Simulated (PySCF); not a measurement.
Si(F)2(Me)2 (C2H6F2Si), SMILES F[Si](C)(C)F. Coordinates come from a ωB97X-D3(BJ)/def2-SVP optimisation.

All values below come from ωB97X-D3(BJ)/def2-SVP in PySCF.

Harmonic wavenumbers (cm⁻¹): 126, 141, 191, 204, 245, 314, 320, 652, 702, 747, 793, 809, 836, 924, 968, 1297, 1297, 1432, 1434, 1441, 1443, 3073, 3074, 3175, 3176, 3181, 3181. Rotational constants (GHz): 3.669, 3.405, 3.320; symmetry number 2.

Question: Work out the zero-point energy and the ideal-gas rigid-rotor harmonic-oscillator thermochemistry at 298.15 K and 1 atm.

Answer: ZPE = ½ Σ hcν = ½ × 35177 cm⁻¹ = 210.40 kJ/mol. H − E(el) = 232.06 kJ/mol. Entropy in J/(mol K): translation 165.69, rotation 104.91, vibration 68.61, total 339.22. G − E(el) = 130.92 kJ/mol. Cp = 110.73 J/(mol K). Modes under 150 cm⁻¹ make the vibrational entropy uncertain.
